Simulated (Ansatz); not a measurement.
Reaction: C2H2O (SMILES C#CO) → C2HO (SMILES C#C[O], doublet) + H (doublet) (the H-O bond breaks)
Each species at its own B3LYP-D3(BJ)/def2-TZVP minimum (Ansatz, a first-principles code), one conformer.

Property: bond dissociation energy (electronic), in kcal/mol. Radicals and triplets start from unrestricted determinants; spin-orbit coupling is neglected. CBS(X,Y): correlation extrapolated as X^-3, Hartree-Fock from the larger set. A bracket is a step between two methods taken in the basis named. Functionals run without relativity, which enters their misses. Double hybrids freeze cores in their MP2 part. '+ core + X2C': CCSD(T) terms for core correlation (cc-pwCVTZ) and scalar relativity (cc-pVTZ-DK). For partners of very few electrons the exact lower level stands in for a higher one. The UHF reference of C2HO (C#C[O], doublet) is spin-contaminated (<S^2> up to 0.07 over the pure value in the sets run).

CCSD(T)/CBS(cc-pVTZ,cc-pVQZ) + [CCSDT(Q) - CCSD(T)]/cc-pVTZ + core + X2C (Ansatz) gives 79.1 kcal/mol.

**Question.** What does PBE/def2-TZVPD (Ansatz) give here, and how do the other levels compare?

**Answer.** PBE gives 69.2 kcal/mol, 9.9 kcal/mol below it. Differences of the others: r2SCAN/def2-TZVPD (Ansatz) -11.4; B3LYP/def2-TZVPD (Ansatz) -6.7; wB97M-V/def2-TZVPD (Ansatz) -2.6; B2PLYP/def2-TZVPD (Ansatz) -5.4; CCSD(T)/CBS(cc-pVTZ,cc-pVQZ) + core + X2C (Ansatz) 0.8 kcal/mol.
